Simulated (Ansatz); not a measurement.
**C2F3Si: structure from calculated spectroscopic constants**

These gas-phase data were calculated for one isomer of C2F3Si at B3LYP/6-31G* (harmonic, unscaled wavenumbers; equilibrium rotational constants with average atomic masses):

```
rotational constants            : 4.006, 2.27, 2.27 GHz
all wavenumbers above 1500 cm⁻¹ : 2183
```

Candidates:

(1) `[C]#C[Si](F)(F)F`, a doublet
(2) `FC1=[C][Si]1(F)F`, a doublet
(3) `FC#C[Si](F)F`, a doublet

Problem. Which candidate do the data belong to? Where the bands don't settle it, estimate the moments of inertia from typical bond lengths.

Solution. Candidate (1). The band at 2183 cm⁻¹ lies where the C≡C stretch is expected; (2) has no mode between 2050 and 2400 cm⁻¹. The rotational constants decide the rest: (3) would give 7.087, 1.266, 1.11 GHz.

The same quantities for all candidates:

|  | rotational constants (GHz) | wavenumbers above 1500 cm⁻¹ | E above the lowest, B3LYP/6-31G* (kcal/mol) |
| --- | --- | --- | --- |
| (1) | 4.006, 2.27, 2.27 | 2183 | 0.0 |
| (2) | 5.626, 1.961, 1.748 | 1663 | 31.4 |
| (3) | 7.087, 1.266, 1.11 | 2350 | 23.1 |

Open shells are spin-unrestricted. Programs: Ansatz 0.2.0.
